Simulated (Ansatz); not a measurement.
Abridged output of a molecular run in Ansatz:

```
Functional definition: HF
939 factors; integrals over basis functions are off by at most 1.2e-3 eV
mean field evaluation 1: about -29619.7769 eV, gradient 3.1e1 eV
mean field evaluation 2: about -29619.8731 eV, gradient 3.1e1 eV
mean field evaluation 4: about -29622.3551 eV, gradient 2.6e0 eV
mean field evaluation 8: about -29622.4032 eV, gradient 2.2e-1 eV
mean field -29622.40364314 eV, -1088.6032550991 hartree, gradient 7.1e-6 eV, S^2 0.000000; 0 other end points of the search recorded, 0 dependent functions left out
15 core orbitals not correlated: weight in the atoms' cores, before any rotation towards them, 1.000 or more for the frozen orbitals, at most 0.000 for the correlated occupied ones
reference -29622.40364314 eV, -1088.6032550991 hartree; 18, 18 occupied and 58, 58 virtual orbitals, 939 factors
second order -14.41318002 eV of doubles, -0.00000000 eV of singles
cycle   1  -15.10989772 eV  change   -7.0e-1 eV  update   1.1e-1
cycle   2  -15.51568458 eV  change   -4.1e-1 eV  update   3.6e-2
cycle   3  -15.64101721 eV  change   -1.3e-1 eV  update   2.1e-2
cycle   4  -15.63908668 eV  change    1.9e-3 eV  update   5.2e-3
cycle   5  -15.63513874 eV  change    3.9e-3 eV  update   2.3e-3
cycle   6  -15.63507807 eV  change    6.1e-5 eV  update   6.8e-4
cycle   7  -15.63493296 eV  change    1.5e-4 eV  update   2.5e-4
cycle   8  -15.63488357 eV  change    4.9e-5 eV  update   8.8e-5
cycle   9  -15.63491941 eV  change   -3.6e-5 eV  update   3.8e-5
perturbative correction -0.36673904 eV, -0.0134774112 hartree
Total energy: -29638.40530159 eV, -1089.1913052008 hartree
```

Its atoms:

Cartesian coordinates in Å:
```
F -0.373 2.103 1.210
Sb -0.279 1.575 -0.633
Si -0.345 -0.956 -0.021
Cl 2.063 1.531 -0.803
H 0.611 -1.182 1.089
H 0.048 -1.732 -1.226
H -1.724 -1.338 0.384
```

(1) Which basis set was used?
A. def2-QZVPP
B. def2-SVP
C. def2-SVPD
D. cc-pV(T+d)Z

(2) Write the keys of the input that set method, charge and spin (a neutral closed shell needs none for the last two).

## Answers

(1) B. It gives 91 functions.

(2) 
```yaml
correlation: {method: ccsd_t}
```
